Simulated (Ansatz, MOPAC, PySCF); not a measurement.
System: C₄H₅S (charge 0, doublet). SMILES: [CH]1C=CCS1
Geometry from a B3LYP-D3(BJ)/def2-TZVP (Ansatz, an electronic-structure program) optimisation:
```xyz
10

C     -1.2718     0.0450     0.0580
C     -0.7928    -1.2562    -0.0693
C      0.5727    -1.3650    -0.1366
C      1.3002    -0.0594    -0.0604
S     -0.0042     1.2316     0.1014
H     -2.3018     0.3541     0.1274
H     -1.4587    -2.1079    -0.1108
H      1.1116    -2.2959    -0.2361
H      1.9710     0.0069     0.8016
H      1.8960     0.1511    -0.9538
```
Charge 0, spin multiplicity 2.

Unscaled harmonic wavenumbers (cm⁻¹) in rising order, each level at the stationary point that it reaches from this structure (no distance between atoms moves by over 0.3 Å); the order of modes can differ between levels, and a negative number is imaginary. B3LYP-D3(BJ)/def2-TZVP (PySCF, at the structure above): 190, 471, 544, 575, 615, 662, 760, 851, 874, 914, 969, 1074, 1101, 1113, 1238, 1281, 1397, 1453, 1481, 3008, 3029, 3188, 3212, 3245.

AM1 (MOPAC): 229, 405, 554, 661, 702, 766, 776, 835, 875, 903, 1020, 1111, 1122, 1155, 1238, 1322, 1388, 1431, 1529, 3040, 3109, 3226, 3245, 3257. Zero-point energy 48.5 against 47.5 kcal/mol; where all levels lie over 400 cm⁻¹, the wavenumbers are on average 1.025 times those of B3LYP-D3(BJ)/def2-TZVP.

HF/6-31G* (Ansatz): 178, 460, 580, 584, 640, 720, 802, 901, 948, 985, 1015, 1137, 1174, 1229, 1390, 1394, 1495, 1556, 1629, 3224, 3261, 3377, 3394, 3430. Zero-point energy 50.8 against 47.5 kcal/mol; where all levels lie over 400 cm⁻¹, the wavenumbers are on average 1.066 times those of B3LYP-D3(BJ)/def2-TZVP.
